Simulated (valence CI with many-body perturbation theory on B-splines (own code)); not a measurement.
Valence orbitals of Rb XXIII

Method: valence CI with perturbative core correlation (CI+MBPT): five valence electrons over a frozen Dirac-Fock core [Ne], radial functions for each j: 11 s, 11 p, 10 d, 8 f, 5 g, 2 h, with the one-electron correlation potential Σ1, the two-electron term Σ2, the three-electron term Σ3, Breit, model QED; selected CI, second order for the rest, scaled by the run's own slope (own B-spline code, finite nucleus).

No measured levels were compared; by estimate levels of excited configurations hold to 0.05 to 0.15 % of their energy, terms of the ground configuration to about 0.5 %. Among the levels kept, up to 3400 cm⁻¹ of a level comes from second order outside the variational space, and about a tenth of that is noise between levels of different J, which matters for small intervals.

These are the spectroscopic orbitals of the CI (the correlating ones are not listed), shaped by the core and the other valence electrons. h is the expectation value of the core's Dirac-Fock operator, without the valence repulsion; Σ1 is computed up to l = 3 at one energy for each symmetry, that of its lowest orbital but kept below the first core excitation, so for empty shells it is not the orbital's own correlation shift; Breit and QED include the response of the core.

```tsv
Orbital	h (hartree)	Σ1 (cm⁻¹)	Breit (cm⁻¹)	QED (cm⁻¹)	⟨r⟩ (bohr)
3s1/2	-47.502	-5718	3540	2486	0.4447
4s1/2	-25.48	-1784	1301	934	0.8479
5s1/2	-15.852	-786	604	439	1.387
6s1/2	-10.811	-422	332	242	2.054
7s1/2	-7.8421	-253	202	148	2.852
8s1/2	-5.9475	-164	132	96.9	3.779
3p1/2	-45.323	-6962	5734	-144	0.4312
4p1/2	-24.57	-2163	2133	-51.8	0.8486
5p1/2	-15.397	-970	1016	-24.4	1.399
6p1/2	-10.552	-525	566	-13.5	2.078
7p1/2	-7.6806	-317	347	-8.3	2.887
8p1/2	-5.8403	-207	228	-5.4	3.826
3p3/2	-44.771	-6683	3560	83.9	0.4374
4p3/2	-24.349	-2101	1305	33.0	0.8569
5p3/2	-15.288	-947	635	16.1	1.409
6p3/2	-10.489	-513	353	9.1	2.091
7p3/2	-7.642	-311	216	5.6	2.902
8p3/2	-5.8147	-203	142	3.7	3.843
3d3/2	-41.885	-7924	2377	-107	0.3890
4d3/2	-23.228	-2104	833	-36.6	0.8306
5d3/2	-14.741	-925	397	-17.4	1.399
6d3/2	-10.18	-497	221	-9.7	2.096
7d3/2	-7.4503	-300	136	-5.9	2.924
3d5/2	-41.774	-7700	1049	-41.6	0.3907
4d5/2	-23.18	-2042	366	-11.7	0.8327
5d5/2	-14.716	-898	176	-5.1	1.402
6d5/2	-10.166	-483	98.0	-2.7	2.099
7d5/2	-7.4413	-291	60.3	-1.6	2.928
4f5/2	-22.583	-1432	49.2	-8.3	0.7477
5f5/2	-14.415	-720	34.5	-4.7	1.329
6f5/2	-9.9941	-412	22.3	-2.8	2.039
7f5/2	-7.334	-257	15.0	-1.8	2.879
4f7/2	-22.564	-1416	6.2	1.2	0.7486
5f7/2	-14.405	-711	4.4	0.1	1.330
6f7/2	-9.9886	-406	2.8	-0.1	2.040
7f7/2	-7.3305	-254	1.9	-0.1	2.880
5g7/2	-14.299		0.7	-1.5	1.187
6g7/2	-9.9326		0.7	-0.9	1.900
7g7/2	-7.2966		0.5	-0.6	2.745
5g9/2	-14.294		0.0	1.1	1.187
6g9/2	-9.9295		0.0	0.6	1.901
7g9/2	-7.2946		0.0	0.4	2.746
6h9/2	-9.909				1.694
6h11/2	-9.9071				1.694
```

Among the shells of the start configuration 3s2 3p3, Σ1 is largest in size for 3p1/2, where it is 0.070 % of h.

Lowest root of each symmetry, sizes in configuration state functions:

```
   J  Parity  Roots  Reference  Variational  Second order  Change by selected CI (cm⁻¹)  Change by second order (cm⁻¹)
 1/2    even     13         92        31961        870624                        -11272                           -365
 3/2    even     16        146        31934       1699588                        -10560                           -816
 5/2    even     13        157        31825       2026398                        -10224                           -967
 7/2    even      9        123        31981       2050015                        -14323                          -1296
 9/2    even      5         82        31983       1835789                        -15324                          -1165
11/2    even      2         37        32713       1148398                        -10221                           -685
13/2    even      1         15        33059        677978                        -10942                           -365
 1/2     odd     23         99        31951       1582578                        -14313                           -854
 3/2     odd     34        161        31906       2750413                        -11469                          -1068
 5/2     odd     32        163        31826       3319278                        -13176                          -1816
 7/2     odd     24        132        31969       3056078                         -8510                          -1234
 9/2     odd     12         83        31996       2929984                         -8623                           -980
11/2     odd      4         43        32077       2097511                        -16189                          -1355
```
